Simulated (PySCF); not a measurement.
Zn(SeH)(GeH3) (GeH₄SeZn), SMILES [GeH3][Zn][SeH]. Atoms are numbered in the order given.

```xyz
7

Zn     0.0109     0.0244    -0.0366
Se     0.9354     1.2868    -1.7580
H      2.2912     0.8898    -1.3215
Ge    -0.9634    -1.2700     1.7403
H     -1.0798    -2.7681     1.3735
H     -0.1248    -1.1871     3.0377
H     -2.3875    -0.7787     2.0926
```

The structure is a stationary point at B3LYP-D3(BJ)/def2-SVP. The structure was generated by enumeration; whether it is a known compound was not checked. Other conformers were not sampled.

Calculation: TDA-PBE/def2-SVPD (PySCF 2.14.0).

Vertical excitations. The molecule is in vacuum.

Computed UV-visible absorptions:
| state | energy (eV) | λ (nm) | f | main pairs |
|---|---|---|---|---|
| S1 | 3.97 | 312 | 0.000 | HOMO→LUMO 100 % |
| S2 | 4.30 | 288 | 0.025 | HOMO→LUMO+1 99 % |
| S3 | 4.58 | 271 | 0.010 | HOMO→LUMO+2 87 % |
| S4 | 4.86 | 255 | 0.010 | HOMO−1→LUMO 95 % |
| S5 | 5.20 | 239 | 0.007 | HOMO−1→LUMO+2 95 % |
| S6 | 5.41 | 229 | 0.018 | HOMO→LUMO+3 97 % |
| S7 | 5.69 | 218 | 0.646 | HOMO−1→LUMO+1 62 %, HOMO−1→LUMO+3 21 % |
| S8 | 5.87 | 211 | 0.005 | HOMO→LUMO+4 100 % |
| S9 | 6.15 | 201 | 0.209 | HOMO−1→LUMO+3 71 % |
| S10 | 6.46 | 192 | 0.000 | HOMO−3→LUMO 92 % |
| T1 | 3.88 | 319 | 0 | HOMO→LUMO 100 % |
| T2 | 4.03 | 308 | 0 | HOMO→LUMO+1 99 % |
| T3 | 4.07 | 304 | 0 | HOMO→LUMO+2 99 % |
| T4 | 4.40 | 282 | 0 | HOMO−1→LUMO 98 % |
Triplets are in the Tamm–Dancoff approximation.
